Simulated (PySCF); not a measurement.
## Spin-rotation constants: `C(C)(C)[As]1CC[SiH2]1`, C5H13AsSi

Cartesian coordinates in Å; atom numbers follow the order of the lines, from 1:
```xyz
20

C    -1.8404    1.1370    0.9677
C    -1.0973   -0.0195    0.3091
C    -2.0814   -1.0350   -0.2586
As    0.0863    0.6917   -1.1595
C     1.6484    1.2174   -0.0140
C     2.3702   -0.1216    0.2249
Si    1.5765   -1.1336   -1.1896
H    -1.1362    1.8675    1.3690
H    -2.4767    1.6418    0.2390
H    -2.4694    0.7850    1.7862
H    -0.4763   -0.5121    1.0663
H    -2.6989   -0.5714   -1.0295
H    -1.5513   -1.8768   -0.7061
H    -2.7414   -1.4179    0.5207
H     1.3838    1.7392    0.9097
H     2.2892    1.8951   -0.5872
H     2.0971   -0.5315    1.1984
H     3.4564   -0.0206    0.2241
H     2.4750   -1.2333   -2.3492
H     1.1812   -2.4908   -0.7794
```

The calculation used PySCF, GIAO HF/pcSseg-1 magnetisability, rotational g tensor and spin-rotation constants, non-relativistic, gas phase. Geometry: GFN2-xTB.

The calculation is non-relativistic, which matters for the atoms heavier than Zn.

Q: Give the nuclear spin-rotation constants along the inertial axes (H = +C I·J) beside the isotropic shieldings.

A: Rotational constants 2.2061, 1.1413, 1.0302 GHz. A star marks the isotopologue with that one atom substituted, in its own axes.
```tsv
atom	isotope	Caa (kHz)	Cbb (kHz)	Ccc (kHz)	mean (kHz)	σ (ppm)
As4	75As	3.264	1.422	1.519	2.068	1538.8
H8	1H	-0.183	-0.010	-0.107	-0.100	30.6
H9	1H	-0.166	-0.128	-0.016	-0.103	31.0
H10	1H	-0.098	-0.115	-0.053	-0.089	30.6
H11	1H	-0.159	-0.130	0.000	-0.096	30.0
H12	1H	-0.182	-0.129	-0.010	-0.107	31.1
H13	1H	-0.089	-0.049	-0.119	-0.086	30.7
H14	1H	-0.094	-0.115	-0.057	-0.088	30.7
H15	1H	-0.157	-0.068	-0.067	-0.097	30.5
H16	1H	-0.148	-0.059	-0.072	-0.093	30.1
H17	1H	-0.211	-0.125	0.021	-0.105	29.9
H18	1H	0.026	-0.107	-0.115	-0.065	30.4
H19	1H	-0.011	-0.105	-0.046	-0.054	27.7
H20	1H	-0.196	0.005	-0.064	-0.085	27.8
C1	13C*	0.308	0.153	0.148	0.203	169.8
C2	13C*	0.336	0.158	0.135	0.210	169.0
C5	13C*	0.258	0.171	0.122	0.183	177.0
C6	13C*	0.279	0.117	0.151	0.182	179.2
Si7	29Si*	-1.162	-0.654	-0.534	-0.783	425.4
```
For the geometry as given, no vibrational averaging.

Q: How do the rotational constants and the g tensor change when H8, H9, H10, H11, H12, H13, H14, H15, H16, H17, H18, H19, H20 are replaced by deuterium?

A: Constants 1.8133, 0.9631, 0.8585 GHz; g -0.0163, -0.0046, -0.0075, against -0.0195, -0.0055, -0.0090 before.
